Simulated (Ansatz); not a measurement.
Ansatz (a program for electronic structure) input (B3LYP-D3(BJ)/def2-TZVP):

Ansatz 0.2 input:
```yaml
crystal:
  periodic: [false, false, false]
  atoms:
    - {symbol: Ge, position_ang: [0.01490925, -0.00173331, -0.04323745]}
    - {symbol: H, position_ang: [-1.12847948, -1.21083991, -0.61054052]}
    - {symbol: H, position_ang: [0.45515795, -0.83933470, 1.23571956]}
    - {symbol: H, position_ang: [-1.09840494, 0.91411704, 0.62972293]}
    - {symbol: H, position_ang: [1.29463033, 1.19152362, 0.12869629]}
basis:
  gaussian:
    orbitals: def2-TZVP
hamiltonian:
  xc: b3lyp
  dispersion: d3bj
total_charge: -1
magnetization: {spin_polarized: true, initial_magnetization: 1}
phonons: {temperatures: {t_min: 298.15, t_max: 298.15, t_step: 100}}
```

Output:

```
Functional definition: B3LYP
integrals: 0.01 GiB planned
565 factors; their error is unknown
mean field: 0.23 GiB planned
mean field evaluation 1: about -56582.0059 eV, gradient 2.0e1 eV
mean field evaluation 2: about -56581.7637 eV, gradient 2.6e1 eV
mean field evaluation 4: about -56582.9360 eV, gradient 2.5e-1 eV
mean field evaluation 8: about -56583.1527 eV, gradient 6.7e-2 eV
mean field evaluation 16: about -56583.1527 eV, gradient 1.7e-5 eV
mean field -56583.15268019 eV, -2079.3925075584 hartree, gradient 1.7e-5 eV, S^2 0.756970; 0 other end points of the search recorded, 0 dependent functions left out
the calculation of the forces begins
reference -56583.15292668 eV, -2079.3925166169 hartree; 19, 18 occupied and 53, 54 virtual orbitals, 565 factors
these checks for a lower state are left out or cut short: stability, starts, cluster_reference, orbital_swaps, neighbouring_geometries, increment
integrals: 0.01 GiB planned
565 factors; their error is unknown
mean field: 0.23 GiB planned
mean field -56583.15263299 eV, -2079.3925058240 hartree, gradient 9.0e-7 eV, S^2 0.756984; 0 other end points of the search recorded, 0 dependent functions left out
the calculation of the forces begins
reference -56583.15287953 eV, -2079.3925148842 hartree; 19, 18 occupied and 53, 54 virtual orbitals, 565 factors
these checks for a lower state are left out or cut short: stability, starts, cluster_reference, orbital_swaps, neighbouring_geometries, increment
integrals: 0.01 GiB planned
565 factors; their error is unknown
mean field: 0.23 GiB planned
mean field -56583.15264169 eV, -2079.3925061439 hartree, gradient 2.7e-6 eV, S^2 0.756955; 0 other end points of the search recorded, 0 dependent functions left out
the calculation of the forces begins
reference -56583.15288814 eV, -2079.3925152007 hartree; 19, 18 occupied and 53, 54 virtual orbitals, 565 factors
these checks for a lower state are left out or cut short: stability, starts, cluster_reference, orbital_swaps, neighbouring_geometries, increment
integrals: 0.01 GiB planned
565 factors; their error is unknown
mean field: 0.23 GiB planned
mean field evaluation 32: about -56583.1528 eV, gradient 3.0e-5 eV
mean field -56583.15276865 eV, -2079.3925108095 hartree, gradient 2.9e-6 eV, S^2 0.756950; 0 other end points of the search recorded, 0 dependent functions left out
the calculation of the forces begins
reference -56583.15301516 eV, -2079.3925198685 hartree; 19, 18 occupied and 53, 54 virtual orbitals, 565 factors
these checks for a lower state are left out or cut short: stability, starts, cluster_reference, orbital_swaps, neighbouring_geometries, increment
integrals: 0.01 GiB planned
565 factors; their error is unknown
mean field: 0.23 GiB planned
mean field -56583.15256396 eV, -2079.3925032872 hartree, gradient 1.2e-6 eV, S^2 0.756989; 0 other end points of the search recorded, 0 dependent functions left out
the calculation of the forces begins
reference -56583.15281044 eV, -2079.3925123452 hartree; 19, 18 occupied and 53, 54 virtual orbitals, 565 factors
these checks for a lower state are left out or cut short: stability, starts, cluster_reference, orbital_swaps, neighbouring_geometries, increment
integrals: 0.01 GiB planned
565 factors; their error is unknown
mean field: 0.23 GiB planned
mean field -56583.15265224 eV, -2079.3925065316 hartree, gradient 2.6e-6 eV, S^2 0.756970; 0 other end points of the search recorded, 0 dependent functions left out
the calculation of the forces begins
reference -56583.15289875 eV, -2079.3925155906 hartree; 19, 18 occupied and 53, 54 virtual orbitals, 565 factors
these checks for a lower state are left out or cut short: stability, starts, cluster_reference, orbital_swaps, neighbouring_geometries, increment
integrals: 0.01 GiB planned
565 factors; their error is unknown
mean field: 0.23 GiB planned
mean field -56583.15270004 eV, -2079.3925082881 hartree, gradient 2.5e-6 eV, S^2 0.756969; 0 other end points of the search recorded, 0 dependent functions left out
the calculation of the forces begins
reference -56583.15294652 eV, -2079.3925173461 hartree; 19, 18 occupied and 53, 54 virtual orbitals, 565 factors
these checks for a lower state are left out or cut short: stability, starts, cluster_reference, orbital_swaps, neighbouring_geometries, increment
integrals: 0.01 GiB planned
565 factors; their error is unknown
mean field: 0.23 GiB planned
mean field -56583.15265459 eV, -2079.3925066176 hartree, gradient 3.0e-6 eV, S^2 0.756971; 0 other end points of the search recorded, 0 dependent functions left out
the calculation of the forces begins
reference -56583.15290106 eV, -2079.3925156754 hartree; 19, 18 occupied and 53, 54 virtual orbitals, 565 factors
these checks for a lower state are left out or cut short: stability, starts, cluster_reference, orbital_swaps, neighbouring_geometries, increment
integrals: 0.01 GiB planned
565 factors; their error is unknown
mean field: 0.23 GiB planned
mean field evaluation 64: about -56583.1527 eV, gradient 7.9e-6 eV
mean field -56583.15267355 eV, -2079.3925073146 hartree, gradient 2.4e-6 eV, S^2 0.756968; 0 other end points of the search recorded, 0 dependent functions left out
the calculation of the forces begins
reference -56583.15292006 eV, -2079.3925163738 hartree; 19, 18 occupied and 53, 54 virtual orbitals, 565 factors
these checks for a lower state are left out or cut short: stability, starts, cluster_reference, orbital_swaps, neighbouring_geometries, increment
integrals: 0.01 GiB planned
565 factors; their error is unknown
mean field: 0.23 GiB planned
mean field -56583.15267567 eV, -2079.3925073926 hartree, gradient 1.8e-6 eV, S^2 0.756963; 0 other end points of the search recorded, 0 dependent functions left out
the calculation of the forces begins
reference -56583.15292212 eV, -2079.3925164495 hartree; 19, 18 occupied and 53, 54 virtual orbitals, 565 factors
these checks for a lower state are left out or cut short: stability, starts, cluster_reference, orbital_swaps, neighbouring_geometries, increment
integrals: 0.01 GiB planned
565 factors; their error is unknown
mean field: 0.23 GiB planned
mean field -56583.15265105 eV, -2079.3925064876 hartree, gradient 1.7e-6 eV, S^2 0.756977; 0 other end points of the search recorded, 0 dependent functions left out
the calculation of the forces begins
reference -56583.15289758 eV, -2079.3925155476 hartree; 19, 18 occupied and 53, 54 virtual orbitals, 565 factors
Total energy: -56583.24437164 eV, -2079.3958771573 hartree
Atom 0 at     0.014909    -0.001733    -0.043237 Å, force    -0.000001     0.000000     0.000004 eV/Å
Atom 1 at    -1.128479    -1.210840    -0.610541 Å, force    -0.000190    -0.000113     0.000160 eV/Å
Atom 2 at     0.455158    -0.839335     1.235720 Å, force     0.000020     0.000047    -0.000218 eV/Å
Atom 3 at    -1.098405     0.914117     0.629723 Å, force     0.000117    -0.000063    -0.000180 eV/Å
Atom 4 at     1.294630     1.191524     0.128696 Å, force     0.000054     0.000129     0.000235 eV/Å
Dipole moment:     0.031996    -0.003720    -0.092790 e Å
Vibrations: 558.13 671.73 814.50 850.51 886.63 965.42 1314.58 1859.05 1864.53 cm⁻¹, zero-point energy 0.606598 eV
```
